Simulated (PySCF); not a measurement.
Si(F)(OH)(OMe)(NH2) (CH₆FNO₂Si), SMILES N[Si](O)(F)OC. Coordinates come from a PBE0-D3(BJ)/def2-SVP optimisation. This is a generated structure with no PubChem entry under its InChIKey; it may be hypothetical. One conformer was computed; it need not be the lowest.

Computed equilibrium geometry at PBE0-D3(BJ)/def2-SVP (PySCF confirms it by a frequency run) as bond lengths and angles (one conformer of several):
Atoms: C1 O2 Si3 N4 O5 F6 H7 H8 H9 H10 H11 H12. Bonds (Å): C1–O2 1.403, C1–H7 1.104, C1–H8 1.104, C1–H9 1.101, O2–Si3 1.645, Si3–N4 1.698, Si3–O5 1.641, Si3–F6 1.620, N4–H10 1.012, N4–H11 1.012, O5–H12 0.962. Bond angles (°): O2–C1–H7 111.6, O2–C1–H8 111.3, O2–C1–H9 108.9, H7–C1–H8 108.3, H7–C1–H9 108.4, H8–C1–H9 108.2, C1–O2–Si3 123.7, O2–Si3–N4 113.9, O2–Si3–O5 105.4, O2–Si3–F6 108.5, N4–Si3–O5 113.3, N4–Si3–F6 104.6, O5–Si3–F6 111.1, Si3–N4–H10 119.7, Si3–N4–H11 121.4, H10–N4–H11 112.2, Si3–O5–H12 114.9.
